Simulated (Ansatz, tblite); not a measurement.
Isomers of Zn2OF2 (singlet), found by a short tight-binding search and relaxed with PBE0-D4/def2-SVP in Ansatz.

The xTB rows come from tblite. Correlated methods freeze 21 core orbitals.

Other spin states weren't relaxed.

A:

```xyz
5

Zn    0.4704   -1.0766   -1.0843
Zn   -0.5168    1.2089    0.9097
O    -0.1705    0.4862   -0.6417
F    -0.8849    1.9903    2.4146
F     1.1018   -2.6089   -1.5982
```

B:

Cartesian coordinates in Å:
```
Zn 0.487 -0.364 -0.001
Zn -1.647 0.260 0.725
O 2.180 -0.875 -0.565
F -3.246 0.702 1.288
F 2.227 0.278 -1.447
```

Problem. Estimate which lies lowest at each level, and how far above it the others are (eV).

Solution. 
```tsv
level	A	B
GFN1-xTB	0.00	1.76
GFN2-xTB	0.00	2.29
HF/def2-SVP	0.00	4.35
PBE-D4/def2-TZVP	0.00	3.97
r2SCAN-D4/def2-TZVP	0.00	4.28
B97M-V/def2-TZVP	0.00	4.24
PBE0-D4/def2-TZVP	0.00	4.19
ωB97M-V/def2-TZVP	0.00	4.22
MP2/def2-SVP	0.00	4.68
CCSD/def2-SVP	0.00	4.33
CCSD(T)/def2-SVP	0.00	4.22
```
Point groups (tolerance 0.1 Å): A C2v, B Cs. Lower isomers may exist.
